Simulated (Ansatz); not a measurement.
C₃H₇BO (`CB(C)C=O`). The species carries charge 0 and has multiplicity 1. Geometry: relaxed with PBE0-D4/def2-TZVP. It is one conformer, not always the lowest.

```xyz
12

C    -0.968    1.138    0.316
B     0.057   -0.008    0.060
C    -0.223   -1.247   -0.844
C     1.496    0.114    0.709
O     2.378    0.721    0.139
H    -1.366    0.999    1.332
H    -1.820    1.137   -0.366
H    -0.498    2.125    0.320
H    -1.282   -1.431   -1.033
H     0.261   -2.169   -0.512
H     0.239   -1.005   -1.814
H     1.726   -0.373    1.693
```

(1) What is the dipole moment at PBE/def2-TZVPP? (Estimate.)

(2) And with r2SCAN, B3LYP, ωB97M-V? (Best estimate.)

(3) Give the Mulliken charges with PBE, B3LYP, r2SCAN in def2-TZVPP. (Best estimate.)

## Answers

(1) Computed: 2.71 D, with components (-2.43, -1.08, 0.50) D in this frame, pointing from negative to positive charge.

(2) Computed: r2SCAN 2.82 D, B3LYP 2.86 D, ωB97M-V 2.85 D.

(3) Computed: 
```
atom    PBE  B3LYP  r2SCAN
  C1  -0.33  -0.32   -0.24
  B2   0.12   0.13    0.20
  C3  -0.33  -0.31   -0.23
  C4   0.09   0.11    0.14
  O5  -0.24  -0.28   -0.31
  H6   0.11   0.09    0.07
  H7   0.10   0.10    0.06
  H8   0.12   0.12    0.08
  H9   0.10   0.10    0.06
 H10   0.10   0.10    0.07
 H11   0.12   0.11    0.08
 H12   0.04   0.06    0.02
```

B3LYP here is the variant with VWN-RPA as its local correlation; programs differ in this.
